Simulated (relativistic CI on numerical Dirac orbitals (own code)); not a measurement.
Cs18+: sensitivity of the levels to the model

Base calculation: Dirac-Coulomb-Breit CI, KLI orbitals optimised for each configuration, QED by a radiative potential, unscaled Slater integrals.

CI space (outside the closed core [Ar] 3d10): 4s2 4p6 4d, 4s2 4p5 4d2, 4s2 4p6 4f, 4s 4p6 4d2, 4s2 4p5 4d 4f, 4s2 4p6 5s, 4s 4p6 4d 4f, 4s2 4p6 5p, 4s2 4p6 5d, 4s2 4p5 4d 5s, 4p6 4d3, 4p5 4d4, 4p5 4d3 4f. Double excitations out of closed p, d and f shells are left out; levels of such configurations are missing from the list, as are those of other unlisted configurations, and high levels can miss mixing partners. These lack a partner that the ground configuration has and come out too high: 4s2 4p5 4d 5s.

Variants: (1) QED terms removed; (2) one mean potential for all configurations. Shifts of the energy above 4s2 4p6 4d 2D_3/2, in cm⁻¹, for the lowest level and the first level of each name with at least 55 % of one term (blank where a level changes its place among those of its configuration and J or its character, or is not in the variant):

| Level | Base | Δ(1) | Δ(2) |
| --- | --- | --- | --- |
| 4s2 4p6 4d 2D_3/2 | 0 | 0 | 0 |
| 4s2 4p6 4d 2D_5/2 | 25744 | -73 | -5 |
| 4s2 4p5 4d2 4D°_1/2 | 668897 | +263 | -125 |
| 4s2 4p5 4d2 4D°_3/2 | 673242 | +262 | -127 |
| 4s2 4p5 4d2 4D°_5/2 | 685078 | +235 | -128 |
| 4s2 4p5 4d2 4G°_9/2 | 708455 | +215 | -135 |
| 4s2 4p5 4d2 4G°_11/2 | 716091 | +181 | -134 |
| 4s2 4p5 4d2 2D°_5/2 | 746793 | +160 | -146 |
| 4s2 4p5 4d2 2F°_7/2 | 749167 | +165 | -185 |
| 4s2 4p5 4d2 4F°_9/2 | 750951 | +163 | -140 |
| 4s2 4p5 4d2 2H°_11/2 | 753754 | +185 | -149 |
| 4s2 4p5 4d2 2P°_1/2 | 774135 | +134 | -145 |
| 4s2 4p5 4d2 2G°_9/2 | 782937 | +187 | -157 |
| 4s2 4p6 5s 2S_1/2 | 1175517 | -1153 | +428 |

At this charge energies of transitions that change n are usually good to better than 1 %, and those within a shell (Δn = 0) to a few per cent.

Ionisation energy from the two ground configurations alone: base 476.019 eV. The NIST ASD value (theoretical) is 476 eV.

LS names give the leading component of a level, which can be under half, so a name can repeat, a term be missing and a line seem to break the LS rules.
